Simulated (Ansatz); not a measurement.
One change: `CC[O][Ga]([O]CC)[O]CC` becomes `CC[O][Al]([O]CC)[O]CC`.

Ansatz, PBE0-D4/def2-TZVP geometries, multiplicity 1. Each molecule was computed in one conformer, which needn't be the lowest.

Scalar relativity is left out up to krypton.

```tsv
property	`CC[O][Ga]([O]CC)[O]CC`
LUMO energy (B3LYP/def2-TZVPP) / eV	-0.74
HOMO–LUMO gap (ωB97M-V/def2-TZVPP) / eV	11.58
LUMO energy (ωB97M-V/def2-TZVPP) / eV	1.38
HOMO–LUMO gap (PBE/def2-TZVPP) / eV	4.84
HOMO energy (ωB97M-V/def2-TZVPP) / eV	-10.19
HOMO energy (B3LYP/def2-TZVPP) / eV	-7.54
```

Problem. What does the change do to each property? (Best estimate.)

Solution. The calculation gave: 
```json
{"property": "LUMO energy (B3LYP/def2-TZVPP) / eV", "`CC[O][Al]([O]CC)[O]CC`": "-0.29", "shift": "0.45"}
{"property": "HOMO–LUMO gap (ωB97M-V/def2-TZVPP) / eV", "`CC[O][Al]([O]CC)[O]CC`": "11.74", "shift": "0.16"}
{"property": "LUMO energy (ωB97M-V/def2-TZVPP) / eV", "`CC[O][Al]([O]CC)[O]CC`": "1.49", "shift": "0.11"}
{"property": "HOMO–LUMO gap (PBE/def2-TZVPP) / eV", "`CC[O][Al]([O]CC)[O]CC`": "5.44", "shift": "0.60"}
{"property": "HOMO energy (ωB97M-V/def2-TZVPP) / eV", "`CC[O][Al]([O]CC)[O]CC`": "-10.26", "shift": "-0.07"}
{"property": "HOMO energy (B3LYP/def2-TZVPP) / eV", "`CC[O][Al]([O]CC)[O]CC`": "-7.61", "shift": "-0.07"}
```

With PBE0 the HOMO falls by 0.07 eV and the LUMO rises by 0.40 eV, so the gap widens by about 0.47 eV. PBE moves the HOMO by -0.09 eV and ωB97M-V by -0.07 eV.

B3LYP here is the variant with VWN-RPA as its local correlation; programs differ in this.
